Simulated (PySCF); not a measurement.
WSCl3, SMILES [Cl][W+]([Cl])([Cl])=[S], charge +1, multiplicity 1. Atoms are numbered in the order given.

```xyz
5

W      0.0000     0.0000     0.0047
S      0.0000     0.0000    -2.0865
Cl     1.8362     1.0601     0.6478
Cl    -1.8362     1.0601     0.6478
Cl     0.0000    -2.1202     0.6478
```
Charge +1, spin multiplicity 1.

The structure is a stationary point at B3LYP-D3(BJ)/def2-SVP. The multiplicity is an assumed one; other spin states were not compared. The isomer is the one that the SMILES or the coordinates give; other isomers of the formula were not compared. The def2 effective core potentials stand for the cores of W; spin–orbit coupling is left out.

Computed with B3LYP-D3(BJ)/def2-SVP (PySCF).

Frequencies are harmonic and unscaled.

Modes within 1.5 cm⁻¹ of each other (mostly degenerate sets) share a row, with their intensities summed.

Q: Give all harmonic wavenumbers and intensities. (An estimate is asked for; the answer gives what the named calculation found.)

A: 
```csv
mode,ν (cm⁻¹),IR (km/mol),moving atoms (share of kinetic energy)
1–2,117,0.0,"Cl 89 %, W 11 %"
3,139,0.1,"Cl 72 %, W 23 %"
4–5,170,0.4,"S 57 %, Cl 35 %, W 9 %"
6,436,12.6,Cl 95 %
7–8,455,94.9,"Cl 77 %, W 23 %"
9,589,17.9,"S 84 %, W 16 %"
```
